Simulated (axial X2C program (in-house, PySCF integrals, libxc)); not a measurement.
Bond lengths and stretching modes, held linear, of HTiH

Calculated with an axial X2C code built on PySCF integrals: two-component X2C with atomic mean-field Coulomb and Gaunt terms, Gaussian nuclei, basis H dyall-v3z, Ti dyall-v3z with contracted cores. Spin-free rows use the one-electron spin-free X2C Hamiltonian.

Masses H 1.008, Ti 47.948, H 1.008 u. States: 2c Ω = 1 (beyond evenly filled blocks: ω = -1/2, ω = 3/2); spin-free M_S = 1, Λ = 2 (beyond evenly filled blocks: σα, δ+α).

B3LYP, spin-free: energies above the lowest point

| r(H–Ti) (Å) | r(Ti–H) (Å) | E (meV) |
| --- | --- | --- |
| 1.7843 | 1.7843 | 19.19 |
| 1.7843 | 1.8300 | 8.80 |
| 1.7843 | 1.8757 | 16.06 |
| 1.8300 | 1.7843 | 8.80 |
| 1.8300 | 1.8300 | 0.00 |
| 1.8300 | 1.8757 | 8.73 |
| 1.8300 | 1.9215 | 32.51 |
| 1.8757 | 1.7843 | 16.06 |
| 1.8757 | 1.8300 | 8.73 |
| 1.8757 | 1.8757 | 18.83 |
| 1.9215 | 1.8300 | 32.51 |
| 1.9215 | 1.9215 | 70.07 |

Q: Fit a quadratic surface with cubic terms in each bond: where is the minimum, and what are the two stretching wavenumbers?

A: At B3LYP, spin-free: bonds 1.829 and 1.829 Å; harmonic stretches 1474.2 and 1561.3 cm⁻¹; force constants 1.34, 1.34 and coupling 0.10 mdyn/Å.

The other levels and Hamiltonians give:

```csv
Hamiltonian,level,r(H–Ti) (Å),r(Ti–H) (Å),lower stretch (cm⁻¹),upper stretch (cm⁻¹)
2c,PBE0,1.830,1.830,1478.3,1561.6
2c,HF,1.872,1.872,1483.1,1529.5
2c,B3LYP,1.829,1.829,1473.5,1560.8
2c,MP2,1.814,1.814,1544.7,1612.3
spin-free,PBE0,1.830,1.830,1479.0,1562.1
spin-free,HF,1.871,1.871,1483.9,1530.3
spin-free,MP2,1.814,1.814,1545.6,1613.2
```

Each state is one determinant, the lowest of a limited PBE0 search; the stretches come from a fit to these few points and carry an uncertainty of a few per cent. Other orders of the atoms were not compared. MP2 freezes inner shells (threshold -2 hartree). The molecule was held linear; bending was not examined, so a bent shape may lie lower. Open-shell Ω = 0 determinants with evenly filled partner blocks cannot be reached by this program, so the Ω shown need not be the lowest component. Note: functional without a current term on a determinant with orbital currents, of the molecule or an atom. Note: several unpaired electrons, one determinant need not be a pure state.
